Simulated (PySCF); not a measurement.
Geometries of 2 isomers of C4H7BGeO2, from PBE0-D3(BJ)/def2-SVP geometry optimisation, gas phase (PySCF 2.14.0). One conformer each, no zero-point energy, no frequencies.

**Question.** Which is lower in electronic energy at this level?
A.
```xyz
15
angstrom
O     -2.071    1.105   -1.126
B     -2.041   -0.011   -0.363
O     -3.206   -0.680   -0.138
Ge    -0.216   -0.652    0.408
C      1.226   -0.814   -0.892
C      2.192    0.058   -0.538
C      1.981    0.860    0.683
C      0.835    0.676    1.369
H     -2.968    1.298   -1.430
H     -3.099   -1.459    0.415
H     -0.404   -1.950    1.235
H      1.292   -1.442   -1.783
H      3.113    0.192   -1.117
H      2.753    1.574    0.995
H      0.595    1.228    2.280
```
B.
```xyz
15
angstrom
O     -2.294   -1.550    0.133
B     -1.796   -0.281    0.181
O     -2.560    0.832    0.384
C     -0.254   -0.077   -0.005
C      0.592   -1.107   -0.252
Ge     2.396   -0.392   -0.405
C      1.697    1.391   -0.083
C      0.365    1.273    0.080
H     -3.245   -1.626    0.248
H     -3.503    0.677    0.492
H      0.237   -2.137   -0.332
H      3.371   -0.906    0.671
H      3.040   -0.591   -1.790
H      2.219    2.348   -0.032
H     -0.288    2.131    0.276
```

**Answer.** B. That is `OB(O)C1=[CH][GeH2][CH]=C1`, 4.0 kcal/mol below the other.

| SMILES | atoms numbered as above | E (Eh) | relative (kcal/mol) | relative (kJ/mol) | dipole (D) |
| --- | --- | --- | --- | --- | --- |
| OB(O)C1=[CH][GeH2][CH]=C1 | [OH:1][B:2]([OH:3])[C:4]1=[CH:5][GeH2:6][CH:7]=[CH:8]1 | -2407.87377 | 0.0 | 0.0 | 3.23 |
| O[B](O)[GeH]1[CH]=CC=[CH]1 | [OH:1][B:2]([OH:3])[GeH:4]1[CH:5]=[CH:6][CH:7]=[CH:8]1 | -2407.86746 | 4.0 | 16.6 | 1.55 |
